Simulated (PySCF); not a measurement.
A structure optimised at r2SCAN-D4/def2-SVPD, used in a PySCF frequency run:

```xyz
4

Sb     0.0000     0.0000     0.4691
Br     0.0000     2.7795     0.7207
Br     0.0000     0.0000    -2.1250
Br     0.0000    -2.7795     0.7207
```
Charge -1, spin multiplicity 2.

Question: Write its SMILES, formula and point group.

Answer: [Br][Sb-]([Br])[Br], Br₃Sb, C2v

Question: What are its rotational constants (standard atomic weights)?

Answer: 1.0739, 0.40935, 0.29638 GHz
